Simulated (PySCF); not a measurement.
**Technetium: a sound run and one with changed settings**

Sound run: Tc [Kr] 4d5 5s2, Tc+ [Kr] 4d5 5s1. Computed with PySCF 2.14 in def2-SVP with the def2 core potential (28 electrons), with scalar relativity through the core potential. The sound run starts from symmetry-adapted Hartree-Fock orbitals and uses a fine grid where one is needed.

Changed run: radial step 0.3 in ln r (0.13 in the sound run). This setting is unsound on purpose.

```
species  method  sound run (hartree)  changed run (hartree)  converged
     Tc     UHF            -80.09132              -80.09132        yes
     Tc    MN15            -80.50778              -80.49921        yes
     Tc     PBE            -80.68922              -80.68916        yes
    Tc+     UHF            -79.88759              -79.88759        yes
    Tc+    MN15            -80.24328              -80.23357        yes
    Tc+     PBE            -80.43512              -80.43503        yes
```

Ionisation energy of Tc:

| method | sound run (eV) | changed run (eV) |
| --- | --- | --- |
| UHF | 5.544 | 5.544 |
| MN15 | 7.197 | 7.229 |
| PBE | 6.914 | 6.915 |

A coarse radial grid mis-integrates the density and the exchange-correlation energy, with errors of either sign; Hartree-Fock needs no grid.

For comparison, NIST gives 7.119 eV between the lowest levels.
